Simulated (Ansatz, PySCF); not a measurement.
Gas-phase reaction in SMILES: CCCl → [CH2]CCl + H atom (the C-H bond at the site shown breaks; other sites are not compared here)
Geometries: B3LYP-D3(BJ)/def2-TZVP minima from Ansatz (an electronic-structure program), one conformer each, not searched for the lowest.
Geometry of the first species:
SMILES: ClCC
```xyz
8

C      0.0132     0.8176    -0.0128
C      1.5157     0.6457    -0.0186
Cl    -0.8344    -0.7820     0.0168
H     -0.3333     1.3555     0.8664
H     -0.3433     1.3280    -0.9043
H      1.9943     1.6284    -0.0365
H      1.8521     0.1152     0.8721
H      1.8422     0.0878    -0.8961
```
Charge 0, spin multiplicity 1.

Wanted: bond dissociation energy (0 K, with B3LYP-D3(BJ) harmonic zero-point energies from PySCF), in kcal/mol. Correlated levels leave the core frozen unless marked. UHF or UKS for open shells. No spin-orbit coupling. No relativistic terms. CBS marks a two-point X^-3 extrapolation of the correlation energy; Hartree-Fock from the larger set. The bracket is a focal-point correction in the basis named.

| level | program | bond dissociation energy (kcal/mol) |
|---|---|---|
| TPSS-D4/def2-TZVPD | PySCF + dftd4 | 96.4 |
| M06-L-D4/def2-TZVPD | PySCF + dftd4 | 96.3 |

Problem. What does RI-MP2/CBS(cc-pV(T+d)Z,cc-pV(Q+d)Z)+[CCSD(T)-MP2]/cc-pV(T+d)Z (Ansatz) give?

Solution. 100.8 kcal/mol, so M06-L-D4/def2-TZVPD differs from it by -4.5 kcal/mol.
